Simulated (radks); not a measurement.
Problem. Gd2+, 62 electrons, occupied as [Kr] 4d10 4f9 5p6 5d1 (not the ground configuration). Method: Dirac Kohn-Sham, PBEsol, spin-unpolarised, spherical densities, finite nucleus; open shells fill j = l - 1/2 first; Fermi nuclear charge, rms radius 5.1569 fm; computed with a radial shooting solver on a logarithmic mesh with Libxc functionals. Some entries of the table are withheld. Estimate them.

orbital  occ.  eigenvalue (eV)  <r> (bohr)  r(max) (bohr)
1s1/2       2        -50031.76     0.02191        0.01392
2s1/2       2        -8263.818     0.09277        0.07920
2p1/2       2              (1)     0.07746        0.05982
2p3/2       4              (2)     0.08430        0.06564
3s1/2       2        -1835.804      0.2440         0.2245
3p1/2       2        -1655.827      0.2336            (3)
3p3/2       4        -1513.111      0.2467            (4)
3d3/2       4        -1201.829      0.2187         0.1779
3d5/2       6        -1170.702      0.2228         0.1814
4s1/2       2        -375.2246      0.5545         0.5166
4p1/2       2        -305.2591      0.5669         0.5210
4p3/2       4        -273.7490      0.5970         0.5476
4d3/2       4        -158.5135      0.6353         0.5561
4d5/2       6        -152.8645      0.6461         0.5648
5s1/2       0         -62.3848       1.348          1.209
5p1/2       2         -43.4182       1.510          1.320
5p3/2       4         -39.1931       1.602          1.398
4f5/2       6         -18.4938      0.9267         0.5769
4f7/2       3         -17.8160      0.9432         0.5824
5d3/2       1         -15.4266       2.351          1.892
5d5/2       0         -15.0735       2.397          1.929
6p1/2       0         -10.9586       4.040          3.636
6p3/2       0         -10.3850       4.233          3.833

Solution. 
(1) 2p1/2 eigenvalue (eV): -7849.175
(2) 2p3/2 eigenvalue (eV): -7153.606
(3) 3p1/2 r(max) (bohr): 0.2117
(4) 3p3/2 r(max) (bohr): 0.2240
